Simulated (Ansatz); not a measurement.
Reaction (atomization): `CO[SiH](C)C#N` → 3 C• + 7 H• + N• + O• + Si•

Program: Ansatz. Geometries: PBE0-D4/def2-TZVP. ΔE: electronic, gas phase. CBS: MP2 limit from def2 TZ/QZ plus the TZ coupled-cluster correction, frozen cores. This one scheme is used for every species, atoms too. For atomizations the MP2-based limit and the directly extrapolated one differ by several kJ/mol either way, and by 10 to 25 for some Ge, Se and Sn compounds, so smaller differences from it don't rank the levels. Functionals use def2-TZVPP. No spin–orbit coupling; open shells (•) take unrestricted orbitals. Spin–orbit coupling would lower the free atoms: a little for C, O, Si. Each species was taken in one conformer, which may not be the lowest.

Q: What is ΔE at CCSD(T)/CBS? (Best estimate.)

A: Ansatz gave: +5278.1 kJ/mol.

Q: What do these levels give: PBE0-D4, revPBE, BLYP, r2SCANh, BHLYP, SCS-MP2/def2-QZVPP? (Best estimate.)

A: Computed: PBE0-D4 5274.0, revPBE 5175.0, BLYP 5233.8, r2SCANh 5227.0, BHLYP 5080.8, SCS-MP2/def2-QZVPP 5324.4 kJ/mol.

Largest T1 diagnostic among the species: 0.012.

In def2-TZVPP, CCSD(T) changes the Hartree–Fock value by +1330.6 kJ/mol (the triples alone add +85.0 kJ/mol) and MP2 by +1437.2 kJ/mol; breaking electron pairs costs correlation energy, which Hartree–Fock lacks. The D4 term adds +42.0 kJ/mol with B3LYP and +22.4 kJ/mol with PBE0; it sums over pairs of atoms, weighted by their polarisabilities, and B3LYP, whose exchange is more repulsive, gets the larger term. Leaving LDA and LC-ωPBE aside and taking each functional with its dispersion term where it has one, the values, not all of them listed here, spread over 273.6 kJ/mol, from BHLYP-D4 to PBE-D4. LDA lies +648.1 kJ/mol from PBE without D4, its usual overbinding.

B3LYP here is the variant with VWN-RPA as its local correlation; programs differ in this.
